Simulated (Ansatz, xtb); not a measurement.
Ranking isomers of C4H6ClFO

7 gas-phase structures of C4H6ClFO, from a drawn sample of its isomers (lower ones may exist). Each was relaxed with GFN2-xTB; where two conformers were screened, the lower at r2SCAN-D4/def2-SVP is listed:

A. `F[C@@H]1COC[C@@H]1Cl`, a singlet
B. `F[C@@H]1OCC[C@H]1Cl`, a singlet
C. `F[C@@H]1C[C@H](Cl)CO1`, a singlet
D. `F[C@@H]1COC[C@H]1Cl`, a singlet
E. `F[C@@H]1C[C@@H](Cl)CO1`, a singlet
F. `F[C@@H]1OCC[C@@H]1Cl`, a singlet
G. `F[C@@]1(Cl)CCOC1`, a singlet

**Question.** Which do you expect lowest at r2SCAN-D4/def2-SVP, and how would the others follow?

**Answer.** Calculated order at r2SCAN-D4/def2-SVP: B (0.0), E (1.8), F (2.0), C (2.1), G (9.2), D (13.3), A (13.7) kcal/mol. Less than 1 kcal/mol parts E and F; F and C; D and A, so the order within those pairs means little.

Energies above the lowest of each column, in kcal/mol; the last columns are at PBE-D3(BJ)/def2-SVP geometries and were run for some of them only (a dash: not run or not comparable):

```json
{"structure": "B", "GFN2-xTB": "0.6", "HF/STO-3G": "2.0", "r2SCAN-D4/def2-SVP": "0.0", "PBE-D3(BJ)/def2-SVP": "0.0", "CCSD(T)/def2-SVP + ΔMP2/def2-TZVPP": "0.0"}
{"structure": "E", "GFN2-xTB": "0.0", "HF/STO-3G": "0.2", "r2SCAN-D4/def2-SVP": "1.8", "PBE-D3(BJ)/def2-SVP": "1.4", "CCSD(T)/def2-SVP + ΔMP2/def2-TZVPP": "0.9"}
{"structure": "F", "GFN2-xTB": "2.9", "HF/STO-3G": "2.0", "r2SCAN-D4/def2-SVP": "2.0", "PBE-D3(BJ)/def2-SVP": "2.1", "CCSD(T)/def2-SVP + ΔMP2/def2-TZVPP": "2.1"}
{"structure": "C", "GFN2-xTB": "0.6", "HF/STO-3G": "0.0", "r2SCAN-D4/def2-SVP": "2.1", "PBE-D3(BJ)/def2-SVP": "1.9", "CCSD(T)/def2-SVP + ΔMP2/def2-TZVPP": "1.3"}
{"structure": "G", "GFN2-xTB": "5.3", "HF/STO-3G": "1.8", "r2SCAN-D4/def2-SVP": "9.2", "PBE-D3(BJ)/def2-SVP": "8.5", "CCSD(T)/def2-SVP + ΔMP2/def2-TZVPP": "9.0"}
{"structure": "D", "GFN2-xTB": "7.3", "HF/STO-3G": "6.7", "r2SCAN-D4/def2-SVP": "13.3", "PBE-D3(BJ)/def2-SVP": "10.6", "CCSD(T)/def2-SVP + ΔMP2/def2-TZVPP": "9.8"}
{"structure": "A", "GFN2-xTB": "9.8", "HF/STO-3G": "7.2", "r2SCAN-D4/def2-SVP": "13.7", "PBE-D3(BJ)/def2-SVP": "–", "CCSD(T)/def2-SVP + ΔMP2/def2-TZVPP": "–"}
```

CCSD(T)/def2-SVP + ΔMP2/def2-TZVPP puts B lowest of those it was run on, with E within 1 kcal/mol; HF/STO-3G picks C. CCSD(T)/def2-SVP + ΔMP2/def2-TZVPP orders those it was run on as B (0.0), E (0.9), C (1.3), F (2.1), G (9.0), D (9.8) kcal/mol. Less than 1 kcal/mol parts B and E; E and C; C and F; G and D, so the order within those pairs means little. Flexible structures stand in one conformer each, not always the lowest. Frequencies (GFN2-xTB) were run for B, C, D, E, F, G alone. ΔMP2 is the change of the MP2 energy from the smaller to the larger basis.

Over these structures GFN2-xTB departs from r2SCAN-D4/def2-SVP by 2.0 kcal/mol on average once a common shift is removed. A GFN2-xTB relaxation took about 0.14 s and the r2SCAN-D4/def2-SVP energy about 3.9 s on a shared host (Ansatz 0.2.0, xtb 6.7.1).
